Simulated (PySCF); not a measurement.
C2H5BO3, SMILES OB1COCO1.

Coordinates come from a PBE-D3(BJ)/def2-SVP optimisation. This is a generated structure with no PubChem entry under its InChIKey; it may be hypothetical. One conformer was computed; it need not be the lowest.

Two levels are set side by side: PBE/def2-TZVP (PySCF) and HF/def2-TZVP (PySCF). Same geometry, gas phase. Differences are taken from unrounded values.

```tsv
quantity	HF
orbital gap (eV)	14.82
highest occupied level (eV)	-11.62
lowest empty level (eV)	3.20
dipole moment (D)	1.23
mean polarisability (bohr³)	41.9
```

Task: What does PBE give, and how far is it from HF? (The exact figures need the calculation; the answer reports its results.)

Result: 
```csv
quantity,PBE,PBE minus HF
orbital gap (eV),5.90,-8.92
highest occupied level (eV),-6.03,5.59
lowest empty level (eV),-0.13,-3.34
dipole moment (D),1.19,-0.04
mean polarisability (bohr³),48.2,6.3
```

Without exact exchange PBE keeps part of each electron's self-repulsion, which lifts occupied levels and narrows the gap. PBE's more diffuse valence density responds more strongly to a field. Differences between two approximate levels are no errors against the true value.

Rough cost on one machine, each run with all the roots and properties that it gave: HF against PBE about 1/4.
